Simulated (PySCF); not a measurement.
Compound: C₆H₁₀ClFS.
Geometry (PBE0-D3(BJ)/def2-SVP, Å), atoms numbered from 1 in this order:
```
atom  x, y, z in Å
C1     2.6912   -0.7868   -0.1612
C2     2.1514    0.3139    0.6925
S3     2.9184    1.7290    0.9120
C4     0.7890    0.1043    1.3157
Cl5    0.8654   -1.3353    2.4158
C6    -0.3164   -0.0769    0.2883
C7    -1.7081   -0.1264    0.8977
C8    -2.7897   -0.2979   -0.1410
F9    -2.7409    0.7269   -1.0573
H10    3.7516   -0.6214   -0.3852
H11    2.1366   -0.8130   -1.1155
H12    2.5472   -1.7640    0.3247
H13    0.5760    0.9594    1.9700
H14   -0.1262   -0.9925   -0.2966
H15   -0.2602    0.7720   -0.4137
H16   -1.8970    0.8000    1.4663
H17   -1.7730   -0.9597    1.6163
H18   -2.6635   -1.2504   -0.6871
H19   -3.7880   -0.2983    0.3279
```

The closed-shell ground state was solved at several levels (PySCF, density fitting, gas phase, non-relativistic).

| level | basis functions | total energy (Eh) | HOMO (eV) | LUMO (eV) | gap (eV) | dipole (D) |
| --- | --- | --- | --- | --- | --- | --- |
| PBE0/pcSseg-1 | 217 | -1192.1348 | -6.69 | -2.46 | 4.23 | 2.49 |
| B97-2/pcSseg-1 | 217 | -1192.7528 | -6.44 | -2.51 | 3.93 | 2.49 |

(1) What might PBE0/def2-SVPD (277 basis functions) give for the same quantities?

(2) Over all these levels, which gives the widest orbital gap and which the narrowest?

(3) How far do the dipole and the HOMO energy spread over the levels?

Results:

(1) Total energy -1191.7308 Eh, HOMO -6.72 eV, LUMO -2.53 eV, gap 4.19 eV, dipole 2.54 D.

(2) PBE0/pcSseg-1 (global hybrid, 25 % exact exchange) has the widest, 4.23 eV, and B97-2/pcSseg-1 (global hybrid, 21 % exact exchange) the narrowest, 3.93 eV. The two share the basis. From the narrowest to the widest the HOMO moves by -0.25 eV and the LUMO by +0.05 eV.

(3) The dipole runs from 2.49 to 2.54 D (mean 2.51 D) and the HOMO from -6.72 to -6.44 eV.

One conformer stands for the species.
